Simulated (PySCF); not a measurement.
Species: `O=C1C=C(S[SiH3])C=CO1`. The columns A, B, C and D hold Mulliken, IAO, Hirshfeld and ESP-fitted charges (e) of one PBE0/pcSseg-1 density (PySCF), in a shuffled order. Coordinates in Å (GFN2-xTB); the density's dipole moment is (2.67, -2.73, -1.53) D.

| atom | x | y | z | A | B | C | D |
| --- | --- | --- | --- | --- | --- | --- | --- |
| O1 | -1.903 | 2.162 | 1.236 | -0.283 | -0.580 | -0.455 | -0.397 |
| C2 | -1.616 | 1.093 | 0.759 | +0.182 | +0.924 | +0.491 | +0.575 |
| C3 | -0.310 | 0.705 | 0.288 | -0.092 | -0.618 | -0.269 | -0.237 |
| C4 | -0.076 | -0.528 | -0.234 | +0.003 | +0.391 | -0.057 | -0.217 |
| S5 | 1.468 | -1.099 | -0.828 | -0.044 | -0.265 | -0.083 | -0.140 |
| Si6 | 2.893 | 0.484 | -0.411 | +0.322 | +0.338 | +0.544 | +0.443 |
| C7 | -1.164 | -1.454 | -0.318 | -0.088 | -0.589 | -0.235 | -0.164 |
| C8 | -2.370 | -1.060 | 0.128 | +0.063 | +0.321 | +0.094 | +0.287 |
| O9 | -2.618 | 0.141 | 0.645 | -0.068 | -0.410 | -0.267 | -0.404 |
| H10 | 0.454 | 1.459 | 0.380 | +0.048 | +0.216 | +0.166 | +0.135 |
| H11 | 2.864 | 0.718 | 1.026 | -0.059 | -0.046 | -0.099 | -0.035 |
| H12 | 4.121 | -0.139 | -0.875 | -0.056 | -0.008 | -0.086 | -0.046 |
| H13 | 2.507 | 1.648 | -1.196 | -0.059 | -0.043 | -0.102 | -0.037 |
| H14 | -1.003 | -2.435 | -0.729 | +0.057 | +0.258 | +0.177 | +0.108 |
| H15 | -3.251 | -1.687 | 0.106 | +0.074 | +0.113 | +0.181 | +0.129 |

Q: Which column most likely holds the ESP-fitted charges?

A: B. Σ q r misses the density's dipole by 0.06 D (B), 0.55 D (A), 1.12 D (D), 1.56 D (C). Charges fitted to the outside potential are the only set here that is tied to the molecule's multipoles.

Q: And the Hirshfeld charges?

A: A. The mean sizes are 0.100 e (A), 0.220 e (C), 0.223 e (D), 0.341 e (B), and Hirshfeld charges are commonly the smallest of these schemes.

As computed, A = Hirshfeld, B = ESP-fitted, C = IAO, D = Mulliken. Hydrogens on carbon: Hirshfeld +0.05 to +0.07, ESP-fitted +0.11 to +0.26, IAO +0.17 to +0.18, Mulliken +0.11 to +0.13 e.

The Hirshfeld scheme divides the density at each point in proportion to the densities of the neutral, spherically averaged free atoms. The Mulliken scheme counts on each atom the diagonal of the density matrix times the overlap matrix over that atom's basis functions.

Isolated species at its GFN2-xTB geometry (one conformer only).

Conformer computed: `[O:1]=[c:2]1[cH:3][c:4]([S:5][SiH3:6])[cH:7][cH:8][o:9]1`: C3–C4–S5–Si6 4°.
